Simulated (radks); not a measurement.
Species: Os+. Configuration: [Kr] 4d10 4f14 5s2 5p4 5d8 6s1 (not the ground configuration). Calculated with a radial shooting solver on a logarithmic mesh with Libxc functionals: non-relativistic Kohn-Sham, SCAN, spin-unpolarised, spherical densities, point nucleus; meta-GGA in the generalised Kohn-Sham scheme; relativity is left out, which matters for an element this heavy.

Radial electron density D(r) = 4 pi r^2 rho(r):

| r (bohr) | D(r) (e/bohr) |
|---|---|
| 0.00315 | 24.32 |
| 0.003667 | 30.47 |
| 0.004304 | 38.11 |
| 0.00501 | 46.42 |
| 0.005833 | 55.58 |
| 0.006845 | 65.75 |
| 0.007968 | 75.35 |
| 0.009351 | 84.56 |
| 0.01089 | 91.59 |
| 0.01277 | 96.30 |
| 0.01487 | 97.71 |
| 0.01745 | 96.15 |
| 0.02032 | 92.86 |
| 0.02384 | 89.67 |
| 0.02776 | 89.45 |
| 0.03257 | 94.41 |
| 0.03792 | 104.5 |
| 0.04415 | 117.8 |
| 0.0518 | 130.4 |
| 0.06031 | 135.8 |
| 0.07077 | 131.9 |
| 0.08239 | 121.7 |
| 0.09669 | 112.0 |
| 0.1126 | 110.9 |
| 0.1321 | 118.5 |
| 0.1538 | 125.4 |
| 0.1805 | 120.3 |
| 0.2101 | 101.7 |
| 0.2446 | 80.07 |
| 0.287 | 69.06 |
| 0.3341 | 72.97 |
| 0.3921 | 80.73 |
| 0.4565 | 78.20 |
| 0.5357 | 62.30 |
| 0.6236 | 42.83 |
| 0.7318 | 27.43 |
| 0.8519 | 19.94 |
| 0.9997 | 16.57 |
| 1.164 | 14.24 |
| 1.366 | 11.21 |
| 1.59 | 8.083 |
| 1.851 | 5.420 |
| 2.172 | 3.353 |
| 2.529 | 2.022 |
| 2.968 | 1.119 |
| 3.455 | 0.5874 |
| 4.054 | 0.2621 |
| 4.72 | 0.1034 |
| 5.539 | 0.03132 |
| 6.448 | 0.007867 |
| 7.566 | 0.001354 |
| 8.809 | 0.0001819 |

D(r) has 4 maxima, at r = 0.0148, 0.0613, 0.159, 0.411 bohr, and minima at 0.0260, 0.106, 0.294 bohr, inside which lie 1.94, 11.48, 30.36 electrons.
